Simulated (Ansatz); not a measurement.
Strength of the Si–Si bond: C2H8O2Si2 → C2H5Si + SiH(OH)2

Species: C2H8O2Si2 `C=C[SiH2][SiH](O)O`, singlet; C2H5Si `C=C[SiH2]`, doublet; SiH(OH)2, doublet. 

Shapes, held fixed at every level: PBE0-D4/def2-TZVP. Flexible molecules stand in one conformer, not always the lowest. Programs: Ansatz 0.2.0. Electronic energies: no zero-point or thermal term.

```json
{"level": "HF/def2-TZVPP", "kind": "Hartree–Fock", "ΔE (kJ/mol)": "+231.5"}
{"level": "PBE-D4/def2-TZVPP", "kind": "GGA", "ΔE (kJ/mol)": "+306.7"}
{"level": "r2SCAN-D4/def2-TZVPP", "kind": "meta-GGA", "ΔE (kJ/mol)": "+296.5"}
{"level": "B3LYP-D4/def2-TZVPP", "kind": "global hybrid", "ΔE (kJ/mol)": "+309.5"}
{"level": "PBE0-D4/def2-TZVPP", "kind": "global hybrid", "ΔE (kJ/mol)": "+314.0"}
{"level": "wB97M-V/def2-TZVPP", "kind": "range-separated hybrid", "ΔE (kJ/mol)": "+332.9"}
{"level": "wB97X-V/def2-TZVPP", "kind": "range-separated hybrid", "ΔE (kJ/mol)": "+335.5"}
{"level": "B2PLYP/def2-TZVPP", "kind": "double hybrid", "ΔE (kJ/mol)": "+308.4"}
```

B2PLYP/def2-TZVPP gives ΔE = +308.4 kJ/mol; the levels span +231.5 to +335.5. The median of the levels is +309.0. Hartree–Fock misses the correlation of the pair that is broken and comes out low. No measured value is set beside it here. Spin contamination: C2H5Si (⟨S²⟩ up to 0.90). Open shells run unrestricted unless RO is named.
